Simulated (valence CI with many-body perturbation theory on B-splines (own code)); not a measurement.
Values are calculated unless marked as measured or tabulated.
**Hyperfine factors and g values of Ho27+**

Level of theory: configuration interaction combined with many-body perturbation theory (CI+MBPT): four valence electrons over a frozen Dirac-Fock core [Kr], radial functions for each j: 9 s, 9 p, 10 d, 8 f, 5 g, 3 h, 1 i, with the one-electron correlation potential Σ1, the two-electron term Σ2, the three-electron term Σ3, Breit, model QED; selected CI, second order for the rest (own B-spline code, finite nucleus).

No measured spectrum was set against this ion. As an estimate, large intervals hold to a few tenths of a per cent, small ones and those within an open d or f shell to about a per cent. Only levels of the ground parity were solved; by the run's estimate the other parity begins above the list, which can be wrong where configurations are misplaced.

A/g_I is the dipole constant over the nuclear g factor μ/I (μ in nuclear magnetons, uniformly magnetised nucleus), B/Q the quadrupole constant per barn. Both hold the static response of the core; the bare values leave it out. Large factors of s and p1/2 electrons are usually good to 5 to 10 %; those of open d and f shells near neutrality can be off by tens of per cent, and small factors of p3/2, d and f electrons come from cancelling terms and can be off by a factor of two or in sign, in half-filled shells by more. B is blank for J = 1/2, where it vanishes, and for nearly pure S terms. Energies count from the lowest level. Levels with J = 0 are left out.

Levels are named by their leading jj configuration (3d3/2^4 stands for four electrons in 3d with j = 3/2), which in mixed levels can hold well under half, so a name can repeat and another be missing. Letters in brackets count levels of one name in rising energy.

```tsv
Level	E (cm⁻¹)	g	A/g_I (MHz)	A/g_I bare	B/Q (MHz/b)	B/Q bare
(4d3/2^3 4d5/2) J=1	58218	1.497	-1260	-509	3540	3380
(4d3/2^3 4d5/2) J=2	86807	1.339	4510	4950	5840	5600
(4d3/2^3 4d5/2) J=4	91627	1.115	9310	9320	-466	-513
(4d3/2^3 4d5/2) J=3	98127	1.240	7380	7620	3300	3140
(4d3/2^2 4d5/2^2) J=4 [a]	148970	1.157	7580	7670	-3760	-3640
(4d3/2^2 4d5/2^2) J=2 [a]	151960	1.091	5170	5170	6970	6700
(4d3/2^2 4d5/2^2) J=3 [a]	154430	1.080	7380	7350	1730	1660
(4d3/2^2 4d5/2^2) J=5	166520	1.081	8810	8770	8440	8080
(4d3/2^2 4d5/2^2) J=1	172820	1.185	9090	9220	407	371
(4d3/2^2 4d5/2^2) J=6	175440	1.088	9260	9230	9920	9490
(4d3/2^2 4d5/2^2) J=4 [b]	186000	1.031	10100	9990	-3630	-3460
(4d3/2^2 4d5/2^2) J=3 [b]	187390	1.126	9460	9490	3240	3110
(4d3/2^2 4d5/2^2) J=2 [b]	188880	1.114	8590	8610	2790	2670
(4d3/2^2 4d5/2^2) J=2 [c]	220060	1.020	12000	11900	-768	-753
(4d3/2^2 4d5/2^2) J=4 [c]	221170	1.228	6240	6470	8440	8090
(4d3/2 4d5/2^3) J=3 [a]	239230	1.139	5610	5700	1080	1050
(4d3/2^2 4d5/2^2) J=4 [d]	246260	1.105	7080	7100	1240	1190
(4d3/2 4d5/2^3) J=1 [a]	251850	0.860	10300	9830	3880	3710
(4d3/2 4d5/2^3) J=5	252470	1.147	7530	7610	-5700	-5470
(4d3/2^2 4d5/2^2) J=2 [d]	254730	1.276	6940	7240	-2980	-2820
(4d3/2 4d5/2^3) J=6	256580	1.073	8760	8710	11800	11400
(4d3/2 4d5/2^3) J=2 [a]	275940	1.010	10200	10000	8230	7850
(4d3/2 4d5/2^3) J=3 [b]	279570	1.088	8500	8470	4320	4180
(4d3/2 4d5/2^3) J=3 [c]	313560	1.063	9450	9360	12600	12100
(4d3/2 4d5/2^3) J=1 [b]	314190	1.449	1190	1840	-5600	-5350
(4d3/2 4d5/2^3) J=4	319230	1.035	9570	9440	11400	11000
(4d3/2 4d5/2^3) J=2 [b]	325370	1.104	8730	8730	-9380	-8980
(4d5/2^4) J=4	343750	1.161	6460	6570	-10800	-10300
(4d5/2^4) J=2	377810	1.025	7510	7380	931	893
```
